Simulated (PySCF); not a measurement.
Computed with PBE-D3(BJ)/def2-TZVP // CAM-B3LYP-D3(BJ)/def2-TZVP in PySCF. All species are isolated molecules in the gas phase. Excitations are Tamm–Dancoff values on a coarser integration grid. The basis has no diffuse functions, so Rydberg states are missing or too high.

Reference species (SMILES): `BI` (neutral, multiplicity 1).

```
Item                Value
---------------  --------
HOMO             -6.45 eV
S1–T1 gap (TDA)   0.24 eV
```

Changed species: `IBI` (1 of 3 I replaced by H; the reference has 2 of 3 I replaced by H).

Q: What does the change do to the HOMO and S1–T1 gap (TDA)?

A: the HOMO falls by 0.07 eV, to -6.52 eV; the S1–T1 gap (TDA) falls by 0.07 eV, to 0.17 eV.
